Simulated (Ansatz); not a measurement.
The molecule CrS, multiplicity 7 (not the ground state: that is measured with 2S+1 = 5). No spin–orbit coupling. Cr is treated without relativity.

The constants come from a fifth-degree fit in 1/R (seven points, main isotopes). Runs in def2 and cc sets follow the lowest solution found near the PBE0 minimum.

Run with Ansatz (Gaussian orbitals). Each number belongs to the level named beside it.

Q: What bond length and harmonic frequency does SVWN5/def2-TZVPP give?

A: r_e = 2.246 Å, ω_e = 390 cm⁻¹.

Q: What bond length and harmonic frequency does B97M-V/def2-TZVPP give?

A: r_e = 2.321 Å, ω_e = 361 cm⁻¹.

Q: What bond length and harmonic frequency does PBE0/def2-TZVPP give?

A: r_e = 2.311 Å, ω_e = 364 cm⁻¹.

Ansatz is a quantum-chemistry and plane-wave program.
